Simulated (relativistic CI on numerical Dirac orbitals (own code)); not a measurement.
Line list: Forbidden lines, Pm34+

Computed by Dirac-Coulomb-Breit CI, separate exchange-only KLI orbitals for each configuration, model QED, unscaled Slater integrals (own radial code, finite nucleus).

CI space (outside the closed core [Ne]): 3s²3p⁶3d⁹, 3s²3p⁵3d¹⁰, 3s3p⁶3d¹⁰, 3s²3p⁶3d⁸4s, 3s²3p⁶3d⁸4p, 3s²3p⁶3d⁸4d, 3s²3p⁴3d¹⁰4s, 3s²3p⁴3d¹⁰4p, 3s²3p⁵3d⁹4s, 3s²3p⁶3d⁸4f, 3s²3p⁴3d¹⁰4d, 3s²3p⁵3d⁹4p, 3s3p⁵3d¹⁰4s, 3s²3p⁶3d⁷4s², 3s3p⁵3d¹⁰4p, 3s²3p⁶3d⁷4s4p, 3s²3p⁵3d⁹4d, 3s3p⁶3d⁹4s, 3s²3p⁶3d⁸5s, 3s3p⁵3d¹⁰4d, 3s²3p⁶3d⁷4p², 3p⁶3d¹⁰4s, 3s²3p⁶3d⁸5p, 3s²3p⁶3d⁷4s4d, 3s²3p⁵3d⁹4f, 3s3p⁶3d⁹4p, 3s²3p⁶3d⁸5d, 3p⁶3d¹⁰4p, 3s²3p⁶3d⁷4p4d, 3s²3p⁵3d⁸4s², 3s²3p⁶3d⁸5f, 3s²3p⁶3d⁸5g, 3p⁶3d¹⁰4d, 3s²3p⁵3d⁸4s4p, 3s3p⁶3d⁹4d, 3s²3p⁶3d⁷4d². Levels of other configurations are missing.

```
λ vac (nm)                Lower                    Upper  Type   A (s⁻¹)  log gf
    1.0586  3s²3p⁶3d⁹ ²D3/2 [2]  3s²3p⁶3d⁸4d ²P1/2 [129]    E2  4.27e+09   -3.84
    1.0738  3s²3p⁶3d⁹ ²D3/2 [2]  3s²3p⁶3d⁸4d ²G7/2 [118]    E2  3.40e+09   -3.33
    1.0843  3s²3p⁶3d⁹ ²D5/2 [1]   3s²3p⁶3d⁸4d ⁴F9/2 [79]    E2  3.49e+09   -3.21
    1.2708  3s²3p⁶3d⁹ ²D5/2 [1]   3s²3p⁶3d⁸4s ⁴F3/2 [19]    E2  2.25e+07   -5.66
    1.2785  3s²3p⁶3d⁹ ²D3/2 [2]   3s²3p⁶3d⁸4s ²S1/2 [23]    E2  1.17e+09   -4.24
    1.2932  3s²3p⁶3d⁹ ²D5/2 [1]   3s²3p⁶3d⁸4s ²G7/2 [18]    E2  2.60e+07   -5.28
    1.2934  3s²3p⁶3d⁹ ²D5/2 [1]   3s²3p⁶3d⁸4s ²P1/2 [17]    E2  1.08e+09   -4.27
    1.2936  3s²3p⁶3d⁹ ²D5/2 [1]   3s²3p⁶3d⁸4s ²G9/2 [16]    E2  1.03e+09   -3.59
    1.2955  3s²3p⁶3d⁹ ²D5/2 [1]   3s²3p⁶3d⁸4s ⁴P3/2 [15]    E2  7.84e+08   -4.10
    1.3003  3s²3p⁶3d⁹ ²D5/2 [1]   3s²3p⁶3d⁸4s ⁴F3/2 [14]    E2  4.10e+08   -4.38
    1.3008  3s²3p⁶3d⁹ ²D5/2 [1]   3s²3p⁶3d⁸4s ⁴P5/2 [13]    E2  5.90e+08   -4.05
    1.3040  3s²3p⁶3d⁹ ²D3/2 [2]   3s²3p⁶3d⁸4s ²D5/2 [20]    E2  1.42e+09   -3.66
    1.3049  3s²3p⁶3d⁹ ²D3/2 [2]   3s²3p⁶3d⁸4s ⁴F3/2 [19]    E2  7.62e+08   -4.11
    1.3098  3s²3p⁶3d⁹ ²D5/2 [1]   3s²3p⁶3d⁸4s ⁴F5/2 [12]    E2  1.94e+08   -4.52
    1.3104  3s²3p⁶3d⁹ ²D5/2 [1]   3s²3p⁶3d⁸4s ⁴F7/2 [11]    E2  8.59e+08   -3.75
    1.3155  3s²3p⁶3d⁹ ²D5/2 [1]   3s²3p⁶3d⁸4s ⁴P1/2 [10]    E2  9.15e+08   -4.32
    1.3285  3s²3p⁶3d⁹ ²D3/2 [2]   3s²3p⁶3d⁸4s ²G7/2 [18]    E2  1.22e+09   -3.59
    1.3287  3s²3p⁶3d⁹ ²D3/2 [2]   3s²3p⁶3d⁸4s ²P1/2 [17]    E2  1.28e+09   -4.17
    1.3310  3s²3p⁶3d⁹ ²D3/2 [2]   3s²3p⁶3d⁸4s ⁴P3/2 [15]    E2  3.95e+08   -4.38
    1.3337  3s²3p⁶3d⁹ ²D5/2 [1]    3s²3p⁶3d⁸4s ²D3/2 [9]    E2  1.42e+09   -3.82
    1.3350  3s²3p⁶3d⁹ ²D5/2 [1]    3s²3p⁶3d⁸4s ²D5/2 [8]    E2  6.59e+08   -3.98
    1.3360  3s²3p⁶3d⁹ ²D3/2 [2]   3s²3p⁶3d⁸4s ⁴F3/2 [14]    E2  5.53e+08   -4.23
    1.3366  3s²3p⁶3d⁹ ²D3/2 [2]   3s²3p⁶3d⁸4s ⁴P5/2 [13]    E2  4.67e+08   -4.12
    1.3426  3s²3p⁶3d⁹ ²D5/2 [1]    3s²3p⁶3d⁸4s ²F7/2 [7]    E2  2.00e+09   -3.36
    1.3460  3s²3p⁶3d⁹ ²D5/2 [1]    3s²3p⁶3d⁸4s ⁴F9/2 [6]    E2  9.06e+07   -4.61
    1.3460  3s²3p⁶3d⁹ ²D3/2 [2]   3s²3p⁶3d⁸4s ⁴F5/2 [12]    E2  8.06e+08   -3.88
    1.3467  3s²3p⁶3d⁹ ²D3/2 [2]   3s²3p⁶3d⁸4s ⁴F7/2 [11]    E2  6.07e+07   -4.88
    48.667  3s²3p⁶3d⁹ ²D5/2 [1]      3s²3p⁶3d⁹ ²D3/2 [2]    M1  1.39e+05   -4.70
```

Terms are leading LS components. Brackets give the number of a level in order of energy, since labels repeat. The list gives strong lines, with weight on those to low levels, among the lowest 400 of 3960 levels, so that lines to higher ones, which can be the strongest, are missing. Levels whose partners in the same complex of configurations lie outside the list can be far off, and so can their lines. Rates are taken at the computed energies, electric ones in the length gauge.

At this charge energies of transitions that change n are usually good to better than 1 %, and those within a shell (Δn = 0) to a few per cent.

LS names give the leading component of a level, which can be under half, so a name can repeat, a term be missing and a line seem to break the LS rules.
